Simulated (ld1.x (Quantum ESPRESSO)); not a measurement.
## Debugging a pseudopotential input (P, ld1.x (Quantum ESPRESSO) 7.5)

Command:

```bash
ld1.x < P.in > P.out
```

Input:

```
&input
   title='P', zed=15., rel=0, dft='PBE', iswitch=3, tr2=1e-8,
   config='[Ne] 3s2 3p1',
   nld=2, rlderiv=1.90, eminld=-4.0, emaxld=5.0, deld=0.02
 /
 &inputp
   pseudotype=3, lpaw=.true., tm=.true., lloc=-1, rcloc=1.20,
   nlcc=.true., rcore=0.80,
   which_augfun='PSQ', rmatch_augfun=1.20,
   file_pseudopw='P.UPF', file_wfcaegen='ae.wfc', file_wfcncgen='nc.wfc', file_beta='beta', file_chi='chi', file_wfcusgen='us.wfc'
 /
4
3S  1  0   2.00   0.00  1.30  1.75  0.0
3S  1  0   0.00   0.80  1.30  1.75  0.0
3P  2  1   1.00   0.00  1.30  1.50  0.0
3P  2  1   0.00  -0.50  1.30  1.50  0.0
 &test
   configts(1)='3s2 3p1'
 /
```

This is an input that runs to its end, with one change: threshold tr2=1e-8.

How does the run end?

The program runs through. The occupied levels of the test differ from the all-electron ones by at most 0.00000 Ry (unchanged input: 0.00000 Ry).

```
     eps = 4.2E-26  iter =  1

     Etot =    -679.971087 Ry,    -339.985543 Ha,   -9251.477941 eV
     Etotps =   -52.901717 Ry,     -26.450858 Ha,    -719.764522 eV

     Ekin =      14.311934 Ry,       7.155967 Ha,     194.723782 eV
     Encl =     -27.027361 Ry,     -13.513681 Ha,    -367.725980 eV
     Ehrt =       4.453356 Ry,       2.226678 Ha,      60.590991 eV
     Ecxc =     -44.639645 Ry,     -22.319823 Ha,    -607.353315 eV
     (Ecc =      -6.132150 Ry,      -3.066075 Ha,     -83.432154 eV)

     ---------------------- End of pseudopotential test ----------------------
```
